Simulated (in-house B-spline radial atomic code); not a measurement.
# RPA and G0W0 on PBE0: the ytterbium ion Yb⁺

Configuration [Xe] 4f14 6s1, highest spin, mean-field start PBE0. Computed with a B-spline radial code for spherical atoms: all electrons, scalar-relativistic (spin-free one-electron X2C), finite nucleus, each spin shell either full or empty, empty states to l = 9 with an (l + 1/2)⁻⁴ tail; G0W0 by contour deformation at full frequency.

Without the two-electron picture change, the correlation of inner shells comes somewhat too large for so heavy an element.

RPA overbinds a lone outer s electron by self-correlation, and G0W0 tends to as well.

Command:
```bash
python run_gw.py task.json out
```
Settings (radii: box in bohr, nucleus in fm):
```
Z                        70
electrons                69
configuration            [Xe] 4f14 6s1
hamiltonian              x2c
method                   pbe0
lmax                     9
rms_radius               5.3108
spin_polarised           True
box_radius               23.78
intervals                70
ion_configuration        [Xe] 4f14
```

Cost of the run: 24 s on 1 thread of Arm Neoverse N1 (shared host).

Energies (hartree):

| term | value |
| --- | --- |
| mean-field total | -14059.32435 |
| Hartree-Fock functional on these orbitals | -14054.44249 |
| direct second order | -7.8479 |
| second-order exchange | 1.901 |
| SOSEX correction | 1.7112 |

Question: What is the RPA correlation energy, and what remains with SOSEX?

Answer: RPA gives -6.3541 hartree (-2.51 eV per electron); RPA + SOSEX gives -4.6428, and the second-order doubles -5.9469 hartree (no singles). SOSEX takes back 27 % of the RPA value.

Quasi-particle levels (eV):

| level | occupied | mean field | Σx - vxc | Σc | QP weight | G0W0 |
| --- | --- | --- | --- | --- | --- | --- |
| 6s up | yes | -10.130 | -1.25 | ? | ? | ? |
| 6s down | no | -7.749 | 3.22 | -1.85 | 0.896 | -6.382 |

G0W0 = mean field + (Σx - vxc) + Σc, with Σc (partial-wave tail included) taken at the quasi-particle energy. Only the outer levels were computed. Levels of low weight are left out.

Question: Where does G0W0 put 6s up?

Answer: At -12.551 eV, with Σc = -1.17 eV and a quasi-particle weight of 0.933. The tabulated removal energy is 12.179 eV (NIST, measured); the calculation leaves out spin-orbit coupling, Breit and QED terms, and what these don't explain is the method's own error.

Question: What does it cost to remove one electron (to [Xe] 4f14) by differences of total energies, each species on its own start (correlation terms add to the Hartree-Fock functional)?

Answer: PBE0 12.170 eV, Hartree-Fock functional 11.164 eV, + RPA 12.497 eV, + RPA + SOSEX 11.999 eV, + second order 13.185 eV. Tabulated: 12.179 eV (NIST, measured); the calculation leaves out spin-orbit coupling, Breit and QED terms, and what these don't explain is the method's own error.
